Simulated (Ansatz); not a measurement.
CH₆ClNSSi (`CN[SiH](S)Cl`), relaxed with RKS PBE-D4/def2-SVP in Ansatz 0.2.0 from a rough embedded geometry. The force threshold is 0.03 eV/Å; the program also tests the step.

The species carries charge 0 and has multiplicity 1.

Start:

```xyz
11

C     1.241    0.650    0.457
N    -0.138    0.459    0.745
Si   -1.207   -0.520   -0.138
S    -1.375    0.203   -2.118
Cl   -0.620   -2.448   -0.102
H     1.806   -0.369    0.601
H     1.434    0.975   -0.539
H     1.678    1.309    1.169
H    -0.251    0.230    1.775
H    -2.554   -0.398    0.550
H    -0.015   -0.092   -2.401
```

```csv
step,energy (eV),largest force (eV/Å),largest move (Å)
1,-33834.0426,2.909,0.000
2,-33834.3919,0.859,0.115
3,-33834.4386,0.151,0.055
4,-33834.4408,0.223,0.070
5,-33834.4619,0.403,0.154
6 (rejected),-33834.4552,1.003,0.198
7,-33834.4739,0.216,0.099
8,-33834.4890,0.122,0.094
9,-33834.5016,0.091,0.150
10 (rejected),-33834.4973,0.559,0.190
11,-33834.5084,0.083,0.095
12,-33834.5146,0.128,0.098
13,-33834.5195,0.296,0.149
14,-33834.5227,0.398,0.145
15,-33834.5286,0.300,0.103
16,-33834.5311,0.255,0.144
17,-33834.5351,0.094,0.065
18,-33834.5355,0.053,0.025
19 (rejected),-33834.5354,0.077,0.008
20,-33834.5357,0.013,0.004
```

End:

```xyz
11

C     1.352    0.659    0.659
N    -0.050    0.344    0.892
Si   -1.096   -0.492   -0.186
S    -0.954    0.516   -2.084
Cl   -0.632   -2.516   -0.540
H     2.050   -0.106    1.069
H     1.534    0.728   -0.432
H     1.622    1.642    1.101
H    -0.326    0.342    1.878
H    -2.451   -0.481    0.449
H    -1.051   -0.635   -2.807
```

It took 31 s on 4 threads of an Arm Neoverse V1 on a shared host, with 0.19 GiB of host memory at the peak.
